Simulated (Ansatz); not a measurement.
Born–Oppenheimer molecular dynamics of ClGaH2O2 (6 atoms, charge 0, multiplicity 1). It starts from a relaxed structure.

Theory: RHF/def2-SVP in Ansatz 0.2.0.

```json
{
  "ensemble": "NVE (velocity Verlet)",
  "time step": "0.5 fs",
  "steps asked": "100",
  "starting velocities drawn for": "300 K",
  "seed": "31016"
}
```

First frame:

```xyz
6
Properties=species:S:1:pos:R:3
Ga 0.061 -0.239 0.103
Cl -0.185 0.140 2.193
O 1.678 -0.328 -0.566
H 1.783 -0.496 -1.489
O -1.336 -0.461 -0.940
H -2.211 -0.415 -0.588
```

Question: How far do the bonds stretch over the last three quarters of this one trajectory? (Pairs bonded in most of those frames.)

Answer: 
| bond | mean (Å) | spread (Å) | shortest | longest |
| --- | --- | --- | --- | --- |
| Ga1–Cl2 | 2.134 | 0.012 | 2.12 | 2.16 |
| Ga1–O3 | 1.757 | 0.017 | 1.73 | 1.78 |
| Ga1–O5 | 1.763 | 0.018 | 1.73 | 1.79 |
| O3–H4 | 0.944 | 0.004 | 0.94 | 0.95 |
| O5–H6 | 0.947 | 0.022 | 0.92 | 0.98 |

Mean temperature of the second half: 96 K. The conserved energy stayed within 0.21 meV per atom of its start (net change 0.13 meV per atom), so the integration is sound. A run of 0.05 ps of so small a system gives no equilibrium averages.

The run took 2.8 min on 1 thread of Arm Neoverse V1 (shared host), peak memory 0.17 GiB.
